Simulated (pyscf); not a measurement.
Optimised with ωB97X-D3(BJ)/def2-SVP in PySCF. MP2 and CC: frozen core, UHF for open shells. ΔMP2 is the change of the MP2 total energy from the triple- to the quadruple-zeta basis. Singlets are restricted, triplets unrestricted.

Singlet (Å):
```xyz
4

O      1.4842    -0.5325     0.6822
Si     0.9135     0.4922    -0.5060
H      0.8537    -1.0836     1.1604
H     -0.5893     0.1337    -0.3822
```

Triplet (Å):
```xyz
4

O      0.8406     0.4699    -0.3611
Si     0.0641    -0.2555    -1.6593
H      0.3517     1.1807     0.0704
H     -0.6503    -1.5486    -1.3798
```

Question: For these two minima of HO–SiH:, which spin state lies lower at CCSD(T)/def2-TZVPP + ΔMP2(QZVPP), and by how much (electronic energies)?

Answer: The singlet, by 167.2 kJ/mol. Zero-point energy shifts E(triplet) − E(singlet) by -1.9 kJ/mol. Other isomers of HO–SiH: [singlet] were not searched in full and may lie lower. 

E(triplet) − E(singlet) by level (kJ/mol):

```
level                                gap
--------------------------------  ------
ωB97X-D3(BJ)/def2-TZVP            +169.8
PBE/def2-TZVP                     +147.1
r²SCAN/def2-TZVP                  +125.6
B3LYP-D3(BJ)/def2-TZVP            +163.6
PBE0-D3(BJ)/def2-TZVP             +142.4
M06-2X/def2-TZVP                  +158.4
ωB97M-D3(BJ)/def2-TZVP            +186.0
HF/def2-TZVP                       +93.3
MP2/def2-QZVPP                    +155.6
CCSD/def2-TZVPP                   +162.1
CCSD(T)/def2-TZVPP                +164.5
CCSD(T)/def2-TZVPP + ΔMP2(QZVPP)  +167.2
```

The triplet is the lowest one reached from the SCF start used. The CCSD(T) − MP2 part came from Ansatz, without density fitting, on the same reference.
